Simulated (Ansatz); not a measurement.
`N[SiH](N)[SiH3]` + `N[SiH3]` → `N[SiH](N)N[SiH3]` + SiH₄  (cleavage of the Si–Si bond)

Program: Ansatz. Geometries: PBE0-D4/def2-TZVP. ΔE: electronic, gas phase. CBS: MP2 limit from def2 TZ/QZ plus the TZ coupled-cluster correction, frozen cores. This one scheme is used for every species. Functionals use def2-TZVPP. B3LYP here is the variant with VWN-RPA as its local correlation; programs differ in this. One conformer a species, not always the lowest.

CCSD(T)/CBS gives -93.7 kJ/mol.

(1) Another level gave -93.4 kJ/mol. Which?
A. PBE/def2-TZVPP
B. B3LYP/def2-TZVPP
C. B2PLYP/def2-TZVPP
D. HF/def2-TZVPP

Largest T1 diagnostic among the species: 0.011.

Results:

(1) C. B2PLYP -93.4, PBE -68.9, HF/def2-TZVPP -104.1, B3LYP -85.4 kJ/mol.

From PBE to PBE0 (25 % exact exchange), in def2-TZVPP and without D4, ΔE moves by −7.9 kJ/mol. The D4 term adds −6.2 kJ/mol with B3LYP and −3.4 kJ/mol with PBE0; it sums over pairs of atoms, weighted by their polarisabilities, and B3LYP, whose exchange is more repulsive, gets the larger term.
